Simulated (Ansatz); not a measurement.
A calculation with Ansatz (development build ahead of 0.2.0).

```yaml
crystal:
  periodic: [false, false, false]
  atoms:
    - { symbol: H, position_ang: [1.8032, 0.5108, -1.2645] }
    - { symbol: H, position_ang: [2.0954, 0.778, -0.3396] }
    - { symbol: H, position_ang: [1.9727, 0.8911, 0.6527] }
    - { symbol: H, position_ang: [1.4592, 0.8277, 1.5156] }
    - { symbol: H, position_ang: [0.6567, 0.6003, 2.0784] }
    - { symbol: H, position_ang: [-0.2758, 0.2541, 2.2295] }
    - { symbol: H, position_ang: [-1.1538, -0.1425, 1.9391] }
    - { symbol: H, position_ang: [-1.8032, -0.5108, 1.2645] }
    - { symbol: H, position_ang: [-2.0954, -0.778, 0.3396] }
    - { symbol: H, position_ang: [-1.9727, -0.8911, -0.6527] }
    - { symbol: H, position_ang: [-1.4592, -0.8277, -1.5156] }
    - { symbol: H, position_ang: [-0.6567, -0.6003, -2.0784] }
    - { symbol: H, position_ang: [0.2758, -0.2541, -2.2295] }
    - { symbol: H, position_ang: [1.1538, 0.1425, -1.9391] }
basis:
  gaussian: { orbitals: def2-SVP }
hamiltonian:
  xc: hf
```

The input is written out in the form of the current development build from the run's settings.

The run gave:

| Quantity | Value |
| --- | --- |
| Converged | yes |
| Total energy | -7.52719 hartree |
| Spin squared of the determinant | 0.000 |

Caution: stretched shape with no unrestricted run beside it, a lower state can exist.
